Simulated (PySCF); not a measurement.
# A small calculation by hand: oscillator strength and radiative lifetime

FH3S3Sn, SMILES [F][Sn]([SH])([SH])[SH].

Geometry optimised at B3LYP-D3(BJ)/def2-SVP. The structure was generated by enumeration; whether it is a known compound was not checked. The def2 effective core potentials stand for the cores of Sn; spin–orbit coupling is left out. One conformer was computed; it need not be the lowest.

TDA-PBE/def2-SVPD in PySCF puts the first singlet state with f over 0.02 at 5.16 eV (vertical), with the transition dipole (-0.161, 0.024, 0.898) in atomic units.

### Question
Find the oscillator strength, the wavelength and the radiative lifetime that this transition would have in vacuum if emission retraced absorption.

### Answer

|μ|² = 0.8329 au, so |μ| = 2.32 D. ΔE = 5.16/27.211 = 0.1896 hartree. f = (2/3) ΔE |μ|² = 0.105 (the program prints 0.105).
λ = 1239.84/5.16 = 240 nm; ν = 41618 cm⁻¹.
Einstein's coefficient A = 0.6670 ν² f s⁻¹ (ν in cm⁻¹) = 1.2e8 s⁻¹, so τ = 1/A = 8.2 ns. This state is S4; the lower singlets have f = 0.011, 0.010, 0.018. The figure is the radiative limit of this one transition; relaxation, internal conversion, crossing to triplets and a medium change what is measured.
